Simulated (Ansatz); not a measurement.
Geometry optimisation, RKS PBE0/6-31G* (Ansatz 0.2.0).

The input (input.yaml):

```yaml
crystal:
  periodic: [false, false, false]
  atoms:
    - { symbol: Si, position_ang: [0.540193, 0.601874, -0.125356] }
    - { symbol: H, position_ang: [-1.181542, -1.484257, 0.187964] }
    - { symbol: O, position_ang: [1.166566, -0.361429, -1.116201] }
    - { symbol: H, position_ang: [-0.629887, -1.452451, -0.235303] }
    - { symbol: Cl, position_ang: [-0.903797, 1.949416, -0.544661] }
    - { symbol: Cl, position_ang: [1.008467, 0.746846, 1.833457] }
basis:
  gaussian: { orbitals: "6-31G*" }
hamiltonian:
  xc: pbe0
relax:
  f_tol: 0.03
  max_steps: 50
```

Launched with:

```bash
$ ansatz run input.yaml --threads 2 --pin off --max-ram 3072MiB --backend cpu --events-out ev --progress --plain --runs-dir out
```

Question: Where does it end, and by what steps?

Answer: It converged. The force dipped under the threshold on the way, but the program's further checks kept it going. After 17 steps the energy has fallen by 0.134 eV; O3 moved furthest, 0.45 Å.

```json
{"step": "0", "energy less start (eV)": "0.0000", "largest force component (eV/Å)": "1.861", "accepted": "yes"}
{"step": "1", "energy less start (eV)": "-0.1008", "largest force component (eV/Å)": "0.500", "accepted": "yes"}
{"step": "2", "energy less start (eV)": "-0.0935", "largest force component (eV/Å)": "1.079", "accepted": "no"}
{"step": "3", "energy less start (eV)": "-0.1145", "largest force component (eV/Å)": "0.545", "accepted": "yes"}
{"step": "4", "energy less start (eV)": "-0.1227", "largest force component (eV/Å)": "0.457", "accepted": "yes"}
{"step": "5", "energy less start (eV)": "-0.1296", "largest force component (eV/Å)": "0.279", "accepted": "yes"}
{"step": "6", "energy less start (eV)": "-0.1314", "largest force component (eV/Å)": "0.207", "accepted": "yes"}
{"step": "7", "energy less start (eV)": "-0.1320", "largest force component (eV/Å)": "0.162", "accepted": "yes"}
{"step": "8", "energy less start (eV)": "-0.1323", "largest force component (eV/Å)": "0.193", "accepted": "yes"}
{"step": "9", "energy less start (eV)": "-0.1325", "largest force component (eV/Å)": "0.183", "accepted": "yes"}
{"step": "10", "energy less start (eV)": "-0.1231", "largest force component (eV/Å)": "0.486", "accepted": "no"}
{"step": "11", "energy less start (eV)": "-0.1336", "largest force component (eV/Å)": "0.005", "accepted": "yes"}
{"step": "12", "energy less start (eV)": "-0.1328", "largest force component (eV/Å)": "0.204", "accepted": "no"}
{"step": "13", "energy less start (eV)": "-0.1335", "largest force component (eV/Å)": "0.060", "accepted": "no"}
{"step": "14", "energy less start (eV)": "-0.1339", "largest force component (eV/Å)": "0.012", "accepted": "yes"}
{"step": "15", "energy less start (eV)": "-0.1341", "largest force component (eV/Å)": "0.058", "accepted": "yes"}
{"step": "16", "energy less start (eV)": "-0.1341", "largest force component (eV/Å)": "0.030", "accepted": "yes"}
{"step": "17", "energy less start (eV)": "-0.1342", "largest force component (eV/Å)": "0.003", "accepted": "yes"}
```

```xyz
6
Properties=species:S:1:pos:R:3
Si 0.676 0.721 -0.175
H -1.387 -1.554 0.321
O 1.479 -0.048 -1.209
H -0.895 -1.783 -0.190
Cl -0.889 1.936 -0.563
Cl 1.016 0.728 1.815
```

The run took 23 s on 2 threads of Intel(R) Xeon(R) Platinum 8488C (Sapphire Rapids) (shared host), peak memory 0.17 GiB.
